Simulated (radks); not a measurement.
Values are calculated unless marked as measured or tabulated.
These are the eigenvalues of the occupied orbitals of an atom or ion with whole-number occupations (hartree). Code: a radial shooting solver on a logarithmic mesh with Libxc functionals. Model: scalar-relativistic Kohn-Sham, HCTH/407, spin-polarised, spherical densities, finite nucleus; Fermi nuclear charge, rms radius of each element as measured or else 0.836 A^(1/3) + 0.57 fm.

orbital  eigenvalue
1s up     -552.2586
1s down   -552.2582
2s up     -73.91767
2s down   -73.91740
2p up     -65.59029
2p down   -65.58997
3s up     -11.01405
3s down   -11.01364
3p up      -8.33368
3p down    -8.33320
3d up      -3.89164
3d down    -3.89100
4s up      -1.18850
4s down    -1.18619
4p up      -0.60002
4p down    -0.59929
5s up      -0.08746

Which element is it, and in what charge state? The configuration may be excited. Open shells, if any, are filled with parallel spins first.

Answer. Z = 37, rubidium, charge 0: Rb in [Kr] 5s1. The list shows which subshells hold electrons but not how many an open one holds; the 1s level, -552.26 hartree, gives Z - s = 33.2 by -(Z - s)^2/2, which with screening and relativity narrows Z to a few neighbours, and the depths of the outer levels then fix element, charge and occupations together.
